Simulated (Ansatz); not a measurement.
An input for singlet C2H6Ga+

C2H6Ga+ has 9 atoms, charge +1, and is taken as a singlet. As SMILES of the parent species, `C[Ga]C`. The coordinates come from a PBE0-D4/def2-TZVP relaxation. That shape belongs to the parent species and isn't relaxed for this state.

```xyz
9

C    -1.2466    1.1630    0.1753
Ga    0.4566    0.3856    0.8730
C     1.2739   -1.1396   -0.1260
H    -2.0143    0.3825    0.1775
H    -1.0925    1.4797   -0.8611
H    -1.6027    2.0113    0.7582
H     2.2020   -1.4968    0.3182
H     1.4694   -0.8220   -1.1553
H     0.5541   -1.9637   -0.1597
```

Settings wanted:

| Setting | Value |
| --- | --- |
| basis set | 6-31G* |
| task | energy |
| method | DFT |
| functional | PBE-QIDH |
| reference | RKS |
| accuracy | high |
| frozen core orbitals | 11 |
| d and f functions | spherical |

Write the Ansatz 0.2.0 input and the command.

This one ran through:

molecule.yaml:
```yaml
crystal:
  periodic: [false, false, false]
  atoms:
    - symbol: C
      position_ang: [-1.246620, 1.163020, 0.175280]
    - symbol: Ga
      position_ang: [0.456630, 0.385560, 0.873010]
    - symbol: C
      position_ang: [1.273950, -1.139610, -0.126050]
    - symbol: H
      position_ang: [-2.014290, 0.382510, 0.177460]
    - symbol: H
      position_ang: [-1.092470, 1.479700, -0.861100]
    - symbol: H
      position_ang: [-1.602690, 2.011340, 0.758180]
    - symbol: H
      position_ang: [2.201980, -1.496820, 0.318200]
    - symbol: H
      position_ang: [1.469380, -0.822030, -1.155250]
    - symbol: H
      position_ang: [0.554120, -1.963680, -0.159730]
basis:
  gaussian:
    orbitals: 6-31G_st_-spherical.json
total_charge: 1
hamiltonian:
  xc: {name: PBE-QIDH}
correlation:
  frozen_orbitals: {C: 1, Ga: 9, H: 0}
accuracy: high
output: {orbitals: {seedname: orbitals}}
```

```bash
$ ansatz run molecule.yaml --threads 1 --pin off --max-ram 3480MiB --events-out events.jsonl --progress --plain --runs-dir runs
```

(Basis files named in the input come from the Basis Set Exchange and aren't shown.)

Calculated total energy: -2003.36304 Eh.
